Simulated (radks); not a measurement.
Values are calculated unless marked as measured or tabulated.
Q: The zinc ion Zn8+, configuration [Ar] 3d4. Level of theory: Dirac Kohn-Sham, RPBE, spin-unpolarised, spherical densities, finite nucleus; open shells fill j = l - 1/2 first; Fermi nuclear charge, rms radius 3.9283 fm (a radial shooting solver on a logarithmic mesh with Libxc functionals). Some entries of the table are withheld. Estimate them.

orbital,occ.,eigenvalue (hartree),<r> (bohr)
1s1/2,2,(1),(2)
2s1/2,2,(3),0.2257
2p1/2,2,(4),0.1958
2p3/2,4,(5),0.1992
3s1/2,2,-11.38454,0.6412
3p1/2,2,(6),0.6462
3p3/2,4,(7),0.6538
3d3/2,4,-6.84352,0.6478
3d5/2,0,-6.82212,0.6501

A: 
(1) 1s1/2 eigenvalue (hartree): -357.2196
(2) 1s1/2 <r> (bohr): 0.05031
(3) 2s1/2 eigenvalue (hartree): -49.93621
(4) 2p1/2 eigenvalue (hartree): -44.83880
(5) 2p3/2 eigenvalue (hartree): -43.96226
(6) 3p1/2 eigenvalue (hartree): -9.73054
(7) 3p3/2 eigenvalue (hartree): -9.59593
